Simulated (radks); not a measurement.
Results of a calculation; reference values are marked as such.
Mo I, 42 electrons, occupied as [Kr] 4d5 5s1. Code: a radial shooting solver on a logarithmic mesh with Libxc functionals. Model: scalar-relativistic Kohn-Sham, r2SCAN, spin-polarised, spherical densities, finite nucleus; open shells are filled with parallel spins first (spin-orbit coupling, left out, can overturn this in heavy ions); meta-GGA in the generalised Kohn-Sham scheme; Fermi nuclear charge, rms radius 4.4091 fm; hard spherical wall at 12 bohr.

Unscreened Slater integrals over Kohn-Sham orbitals (cm^-1). They are taken over the spin-up orbitals. Empty in this configuration: 5p.

integral    value
F0(4d,4d)  103190
F2(4d,4d)   49710
F4(4d,4d)   31823
F0(4d,5s)   69228
G2(4d,5s)   16331
F0(4d,4p)  123170
F2(4d,4p)   56972
G1(4d,4p)   69388
G3(4d,4p)   41840
F0(4d,4s)  127130
G2(4d,4s)   48280
F0(4d,5p)   54371
F2(4d,5p)   15946
G1(4d,5p)  9372.0
G3(4d,5p)  6830.9
F0(5s,5s)   58008
F0(5s,4p)   73772
G1(5s,4p)  4713.9
F0(5s,4s)   74507
G0(5s,4s)  2968.4
F0(5s,5p)   48917
G1(5s,5p)   29837
F0(4p,4p)  158310
F2(4p,4p)   83133
F0(4p,4s)  166670
G1(4p,4s)  112850
F0(4p,5p)   56545
F2(4p,5p)  9920.3
G0(4p,5p)  1911.9
G2(4p,5p)  2391.7
F0(4s,4s)  176660
F0(4s,5p)   56929
G1(4s,5p)  2712.2
F0(5p,5p)   43383
F2(5p,5p)   22774

Derived for the open shells (J is the average intra-shell exchange parameter used in DFT+U). 4d: Racah B = F2/49 - 5 F4/441 = 653.7 cm^-1, C = 35 F4/441 = 2526 cm^-1, C/B = 3.86, F4/F2 = 0.640, J = (F2 + F4)/14 = 5824 cm^-1.
